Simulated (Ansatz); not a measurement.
C2H7FOSi2 (`C=C[SiH](F)O[SiH3]`) at its PBE0-D4/def2-TZVP geometry, where that method's forces vanish. Total charge 0; spin multiplicity 1.

```xyz
13

C     2.0976    1.0447   -0.2588
C     1.4378    1.0487    0.8965
Si   -0.1853    0.2069    1.1143
F    -1.2590    1.2635    1.6453
O    -0.6722   -0.3717   -0.3186
Si   -1.7400   -1.2832   -1.1628
H     1.6965    0.5495   -1.1381
H     3.0592    1.5356   -0.3783
H     1.8841    1.5588    1.7487
H    -0.1592   -0.8800    2.1201
H    -2.1839   -2.4406   -0.3433
H    -1.0588   -1.7707   -2.3868
H    -2.9167   -0.4614   -1.5381
```

What forces (eV/Å) does ωB97M-V/def2-TZVPP give on these atoms in Ansatz 0.2.0? (Best estimate.)

The calculation gave: 
```
C1   0.018  0.003 -0.033
C2   0.035  0.031  0.039
Si3  0.150 -0.170  0.164
F4  -0.088  0.090  0.044
O5   0.039  0.015 -0.045
Si6 -0.184 -0.155 -0.165
H7   0.023  0.034  0.071
H8  -0.084 -0.040  0.019
H9  -0.015 -0.031 -0.076
H10 -0.006  0.127 -0.121
H11  0.055  0.140 -0.093
H12 -0.086  0.057  0.148
H13  0.143 -0.102  0.047
```
